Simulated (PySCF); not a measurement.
Molecule: C₂H₅Cl₂Si, net charge 0, doublet state. It need not be the lowest isomer of its formula. SMILES: [CH2][Si](C)(Cl)Cl
Structure (B3LYP-D3(BJ)/def2-TZVP (Ansatz) minimum search):
```xyz
10

C      1.4596    -1.4565     0.0710
Si    -0.0012    -0.3607     0.0408
C     -1.6087    -1.2585     0.2447
Cl     0.1901     1.0470     1.5463
Cl    -0.0206     0.6751    -1.7513
H      1.3757    -2.5299     0.1974
H      2.4686    -1.0772    -0.0362
H     -2.4438    -0.5582     0.2191
H     -1.6283    -1.7859     1.2003
H     -1.7408    -1.9844    -0.5599
```
Charge 0, spin multiplicity 2.

Dispersion corrections to the total energy (kcal/mol) from the dftd3 and dftd4 libraries through PySCF: D3(BJ) without and D4 with the three-body term, each with the damping fitted for the functional named.

```csv
functional,D3(BJ),D4
PW6B95,-3.99,-5.58
B2GP-PLYP,-5.71,-2.89
CAM-B3LYP,-5.86,-5.88
PBE0,…,-5.71
BP86,-11.70,…
BLYP,-14.64,-14.38
LC-wPBE,…,-7.50
```

Problem. What belongs in the gaps?

Solution. 
- PBE0, D3(BJ): -6.01
- BP86, D4: -9.29
- LC-wPBE, D3(BJ): -6.83
